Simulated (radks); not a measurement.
Results of a calculation; reference values are marked as such.
Species: the cobalt ion Co+. Configuration: [Ar] 3d7 4s1 (not the ground configuration).

Level of theory: non-relativistic Kohn-Sham, TPSS, spin-polarised, spherical densities, point nucleus; open shells are filled with parallel spins first; meta-GGA in the generalised Kohn-Sham scheme (a radial shooting solver on a logarithmic mesh with Libxc functionals).

Energy parts (Ry):
| part | energy |
|---|---|
| total | -2764.88664 |
| kinetic | 2762.82390 |
| electron-nucleus | -6571.93436 |
| Hartree | 1162.27120 |
| exchange-correlation | -118.04737 |

Orbitals (lengths in bohr, moments of r in powers of bohr; r(max) is where P^2 peaks; r(90%) holds 90 % of the orbital's charge):
orbital,occ.,eigenvalue (Ry),<r>,r(max),<1/r>,r(90%)
1s up,1,-554.1309,0.05687,0.03749,26.53,0.101
1s down,1,-554.1281,0.05687,0.03749,26.52,0.101
2s up,1,-65.77902,0.2585,0.2158,5.711,0.400
2s down,1,-65.67343,0.2582,0.2157,5.716,0.399
2p up,3,-57.08198,0.2263,0.1731,5.660,0.370
2p down,3,-56.99676,0.2260,0.1730,5.665,0.370
3s up,1,-8.16753,0.7824,0.6756,1.803,1.17
3s down,1,-7.91145,0.7840,0.6758,1.798,1.17
3p up,3,-5.56723,0.8196,0.6810,1.676,1.26
3p down,3,-5.31148,0.8221,0.6815,1.670,1.27
3d up,5,-1.35254,1.032,0.6641,1.308,1.80
3d down,2,-1.10573,1.060,0.6671,1.287,1.86
4s up,1,-0.97058,2.600,2.202,0.4982,3.88
4s down,0,-0.82512,2.739,2.297,0.4702,4.10

The highest occupied level is 4s up at -13.205 eV. The spin density at the nucleus is 5.971 e/bohr^3 (1s 0.049, 2s -1.167, 3s 0.610, 4s 6.479), a Fermi contact field of 313 T. Spin moment in Bohr magnetons: 4. The density falls to 0.001 e/bohr^3 at r = 3.78 bohr.
